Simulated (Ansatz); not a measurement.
`CBS[SiH3]` + H₂O → `CBO` + `[SiH3]S` at 298.15 K and 1 bar (formal hydrolysis of a B–S bond).

Program: Ansatz. Geometries: PBE0-D4/def2-TZVP. ΔE: electronic, gas phase. CBS: MP2 limit from def2 TZ/QZ plus the TZ coupled-cluster correction, frozen cores. This one scheme is used for every species. One conformer a species, not always the lowest.

```json
{"species": "`CBS[SiH3]`", "CCSD(T)/CBS energy (Eh)": "-753.96029", "H − E (kJ/mol)": "221.5", "S (J/(mol·K))": "347.5"}
{"species": "H₂O", "CCSD(T)/CBS energy (Eh)": "-76.37941", "H − E (kJ/mol)": "66.4", "S (J/(mol·K))": "188.7"}
{"species": "`CBO`", "CCSD(T)/CBS energy (Eh)": "-141.08489", "H − E (kJ/mol)": "182.2", "S (J/(mol·K))": "272.4"}
{"species": "`[SiH3]S`", "CCSD(T)/CBS energy (Eh)": "-689.27336", "H − E (kJ/mol)": "102.7", "S (J/(mol·K))": "272.7"}
```

H − E and S are ideal-gas, rigid-rotor, harmonic terms from PBE0-D4/def2-TZVP, for one conformer and one mirror image of each species. 1 Eh = 2625.50 kJ/mol, R = 8.31446 J/(mol·K).

Q: By hand: ΔE, ΔH, ΔS and ΔG.

A: ΔE = (-141.08489) + (-689.27336) − (-753.96029) − (-76.37941) = -0.01855 Eh = -48.7 kJ/mol. Δ(H − E) = 182.2 + 102.7 − 221.5 − 66.4 = -3.0, so ΔH = -51.7 kJ/mol. ΔS = 272.4 + 272.7 − 347.5 − 188.7 = 8.9 J/(mol·K). ΔG = -51.7 − 298.15 × (8.9)/1000 = -54.4 kJ/mol.

Q: By hand: the equilibrium constant, and the temperature at which ΔG would vanish if ΔH and ΔS stayed fixed.

A: log₁₀ K = −ΔG/(RT ln 10) = 9.5. ΔH and −TΔS have one sign here, so there is no such temperature.

The number of gas molecules stays the same, so ΔS is small and ΔH decides. A doubt of 5 kJ/mol in ΔE shifts log₁₀ K by 0.9 here. Other conformers and mirror images would add mixing entropy, several J/(mol·K) or more a flexible species. These are equilibria of isolated gas molecules and say nothing of rates. Largest T1 diagnostic: 0.013 (customary marks: 0.02 for closed shells, 0.045 for open ones).

ΔS is within the doubt of such terms, so its sign, and with it that verdict, could turn.
